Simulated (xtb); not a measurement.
F4Ge (SMILES [F][Ge]([F])([F])[F]), singlet, at a GFN2-xTB geometry; GFN2-xTB with ALPB(acetone) (xtb).

Input for xtb:
```
$ xtb mol.xyz --gfn 2 --alpb acetone --json

# file mol.xyz
5

F      1.28249365    -1.06843622    -0.11172530
Ge    -0.00000000    -0.00000000    -0.00000000
F      0.58041552     1.56903814     0.00809899
F     -1.01772117    -0.21135552    -1.31087792
F     -0.84518800    -0.28924641     1.41450423
```

The log (banner, timings and long lists left out):

```
   ID    Z sym.   atoms
    1    9 F      1, 3-5
    2   32 Ge     2

           -------------------------------------------------
          |                Calculation Setup                |
           -------------------------------------------------

           -------------------------------------------------
          |                 G F N 2 - x T B                 |
           -------------------------------------------------

      * Solvation model:               ALPB
        Solvent                        acetone
        Parameter file                 internal GFN2-xTB/ALPB
        Dielectric constant                2.0700E+01
        Reference state                gsolv [1 M gas/solution]
        Free energy shift                  5.9241E-03 Eh       3.7175E+00 kcal/mol
        Temperature                        2.9815E+02 K
        Density                            7.9000E-01 kg/L
        Solvent mass                       5.8080E+01 g/mol
        Interaction kernel             P16
        Born radius scaling (c1)           1.8274E+00
        Born radii integrator          GBOBC
        Born offset                        0.0000E+00 a0       0.0000E+00 AA
        H-bond correction              true
        Ion screening                  false
        Surface tension                    1.0000E-05 Eh       1.5569E+01 dyn/cm
        Grid points                               230 per atom

          ...................................................
          :                      SETUP                      :
          :.................................................:
          :  # basis functions                  26          :
          :  # atomic orbitals                  25          :
          :  # shells                           11          :
          :  # electrons                        32          :
          :  max. iterations                   250          :
          :  Hamiltonian                  GFN2-xTB          :
          :  restarted?                      false          :
          :  GBSA solvation                   true          :
          :  PC potential                    false          :
          :  electronic temp.          300.0000000     K    :
          :  accuracy                    1.0000000          :
          :  -> integral cutoff          0.2500000E+02      :
          :  -> integral neglect         0.1000000E-07      :
          :  -> SCF convergence          0.1000000E-05 Eh   :
          :  -> wf. convergence          0.1000000E-03 e    :
          :  Broyden damping             0.4000000          :
          :  net charge                          0          :
          :  unpaired electrons                  0          :
          ...................................................

 iter      E             dE          RMSdq      gap      omega  full diag
   1    -20.2355438 -0.202355E+02  0.924E+00    7.53       0.0  T
   2    -20.2229348  0.126090E-01  0.908E+00   12.37       1.0  T
   3    -21.0157822 -0.792847E+00  0.344E+00    9.06       1.0  T
   4    -21.0164395 -0.657278E-03  0.704E-01    8.73       1.0  T
   5    -21.0191839 -0.274441E-02  0.225E-01    8.87       1.0  T
   6    -21.0194602 -0.276264E-03  0.630E-02    8.81       1.0  T
   7    -21.0195192 -0.590223E-04  0.473E-03    8.82       9.4  T
   8    -21.0195193 -0.134980E-06  0.173E-03    8.82      25.8  T
   9    -21.0195194 -0.117095E-07  0.124E-04    8.82     361.9  T
  10    -21.0195194 -0.118757E-09  0.595E-05    8.82     751.0  T

   *** convergence criteria satisfied after 10 iterations ***

         :::::::::::::::::::::::::::::::::::::::::::::::::::::
         ::                     SUMMARY                     ::
         :::::::::::::::::::::::::::::::::::::::::::::::::::::
         :: total energy             -20.995918341384 Eh    ::
         :: total w/o Gsasa/hb       -20.995434639959 Eh    ::
         :: gradient norm              0.000362419477 Eh/a0 ::
         :: HOMO-LUMO gap              8.824565308045 eV    ::
         ::.................................................::
         :: SCC energy               -21.019519074940 Eh    ::
         :: -> isotropic ES            0.011815166240 Eh    ::
         :: -> anisotropic ES         -0.000303914840 Eh    ::
         :: -> anisotropic XC         -0.007242194169 Eh    ::
         :: -> dispersion             -0.002161439199 Eh    ::
         :: -> Gsolv                  -0.000123204528 Eh    ::
         ::    -> Gelec                0.000360496898 Eh    ::
         ::    -> Gsasa               -0.006407842689 Eh    ::
         ::    -> Ghb                  0.000000000000 Eh    ::
         ::    -> Gshift               0.005924141264 Eh    ::
         :: repulsion energy           0.023600733555 Eh    ::
         :: add. restraining           0.000000000000 Eh    ::
         :: total charge               0.000000000000 e     ::
         :::::::::::::::::::::::::::::::::::::::::::::::::::::

           -------------------------------------------------
          |                Property Printout                |
           -------------------------------------------------

    * Orbital Energies and Occupations

         #    Occupation            Energy/Eh            Energy/eV
      -------------------------------------------------------------
         1        2.0000           -0.9136004             -24.8603
       ...           ...                  ...                  ...
         4        2.0000           -0.8855906             -24.0981
         5        2.0000           -0.6842022             -18.6181
         6        2.0000           -0.6074610             -16.5299
         7        2.0000           -0.6074610             -16.5299
         8        2.0000           -0.6074610             -16.5299
         9        2.0000           -0.5865548             -15.9610
        10        2.0000           -0.5865548             -15.9610
        11        2.0000           -0.5732680             -15.5994
        12        2.0000           -0.5732680             -15.5994
        13        2.0000           -0.5732680             -15.5994
        14        2.0000           -0.5722716             -15.5723
        15        2.0000           -0.5722716             -15.5723
        16        2.0000           -0.5722716             -15.5723 (HOMO)
        17                         -0.2479747              -6.7477 (LUMO)
        18                         -0.1143267              -3.1110
        19                         -0.1143267              -3.1110
        20                         -0.1143267              -3.1110
        21                          0.0217145               0.5909
        22                          0.0217145               0.5909
        23                          0.7557664              20.5655
        24                          0.7557664              20.5655
        25                          0.7557664              20.5655
      -------------------------------------------------------------
                  HL-Gap            0.3242968 Eh            8.8246 eV
             Fermi-level           -0.4101232 Eh          -11.1600 eV

     #   Z          covCN         q      C6AA      α(0)
     1   9 F        0.718    -0.141    10.652     3.854
     2  32 Ge       2.870     0.564   206.049    27.944
     3   9 F        0.718    -0.141    10.652     3.854
     4   9 F        0.718    -0.141    10.652     3.854
     5   9 F        0.718    -0.141    10.652     3.854

 Mol. C6AA /au·bohr⁶  :        713.039962
 Mol. C8AA /au·bohr⁸  :      35254.884359
 Mol. α(0) /au        :         43.360248

Wiberg/Mayer (AO) data.
largest (>0.10) Wiberg bond orders for each atom

 ---------------------------------------------------------------------------
     #   Z sym  total        # sym  WBO       # sym  WBO       # sym  WBO
 ---------------------------------------------------------------------------
     1   9 F    1.383 --     2 Ge   1.158
     2  32 Ge   4.634 --     3 F    1.158     4 F    1.158     5 F    1.158
                             1 F    1.158
     3   9 F    1.383 --     2 Ge   1.158
     4   9 F    1.383 --     2 Ge   1.158
     5   9 F    1.383 --     2 Ge   1.158
 ---------------------------------------------------------------------------

Topologies differ in total number of bonds
Writing topology from bond orders to xtbtopo.mol

molecular dipole:
                 x           y           z       tot (Debye)
 q only:       -0.000       0.000      -0.000
   full:       -0.000       0.000      -0.000       0.000
molecular quadrupole (traceless):
                xx          xy          yy          xz          yz          zz
 q only:       -0.000       0.000       0.000       0.000       0.000       0.000
  q+dip:        0.000       0.000      -0.000      -0.000       0.000       0.000
   full:        0.000       0.000      -0.000      -0.000       0.000       0.000

           -------------------------------------------------
          | TOTAL ENERGY              -20.995918341384 Eh   |
          | GRADIENT NORM               0.000362419477 Eh/α |
          | HOMO-LUMO GAP               8.824565308045 eV   |
           -------------------------------------------------

normal termination of xtb
```
